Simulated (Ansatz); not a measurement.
H3AlCl2N (SMILES [NH3]->[Al]([Cl])[Cl]), doublet, at a GFN2-xTB geometry (such geometries of metal compounds can be far from the true shape) (the spin is typed, not shown lowest). Base run: B3LYP/def2-SVP (Ansatz, an electronic-structure program).

Input for Ansatz:
Ansatz 0.2 input:
```yaml
crystal:
  periodic: [false, false, false]
  atoms:
    - {symbol: Al, position_ang: [0.48366782, 0.09131644, 0.53683836]}
    - {symbol: Cl, position_ang: [1.07137111, 0.91970298, -1.28103677]}
    - {symbol: Cl, position_ang: [-1.50047840, 0.23094568, 1.15324477]}
    - {symbol: N, position_ang: [0.12651682, -1.98422410, -0.42775110]}
    - {symbol: H, position_ang: [-0.58747859, -1.81195749, -1.13335513]}
    - {symbol: H, position_ang: [-0.23377482, -2.68085141, 0.21739859]}
    - {symbol: H, position_ang: [0.94277789, -2.36576328, -0.89622044]}
basis:
  gaussian:
    orbitals: def2-SVP
hamiltonian:
  xc: b3lyp
magnetization: {spin_polarized: true, initial_magnetization: 1}
```

The base run was repeated with changes; each row names its change, and settings that it needs were set with it.

```
change                                         E (Eh)  SCF-reference <S^2>
----------------------------------------  -----------  -------------------
base                                      -1219.15727                0.751
functional = blyp; dispersion = d4        -1219.08267                0.751
functional = b3lyp; dispersion = d3bj     -1219.16875                0.751
functional = hse06                        -1218.60908                0.751
functional = lc_wpbe                      -1218.74492                0.751
functional = wB97X-V                      -1218.91433                0.751
functional = B2PLYP                       -1218.63633                0.751
functional = wB97M-V                      -1219.02605                0.751
functional = PBE0-DH                      -1218.55815                0.751
functional = blyp                         -1219.06863                0.751
functional = pbe; dispersion = d3bjatm    -1218.52859                0.751
functional = B2GP-PLYP                    -1218.48207                0.751
functional = b3lyp; dispersion = d3bjatm  -1219.16875                0.751
```

Total energies compare only within one method and basis.
